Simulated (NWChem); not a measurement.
HSeSBr; SMILES S[Se]Br

```xyz
4

Se     0.7267    -0.6069     0.0048
Br    -0.2276     1.5426     0.0079
S     -0.9713    -1.9576     0.0526
H     -1.2003    -2.0349    -1.2822
```
Atoms are numbered in this order, from 1.

Computed with NWChem. The geometry was optimised at PBE0/def2-SVP. Ions are spin-unrestricted doublets at the neutral geometry; other ion states weren't tried.

For level PBE/def2-SVP:

```
Item                                   Value
-------------------------------------  -----
vertical ionisation energy, ΔSCF (eV)   8.80
−ε(HOMO) (eV)                           5.64
```

Problem. What are these values for level PBE0/def2-SVP?

Solution. 
| Item | Result |
|---|---|
| vertical ionisation energy, ΔSCF (eV) | 9.14 |
| −ε(HOMO) (eV) | 6.93 |
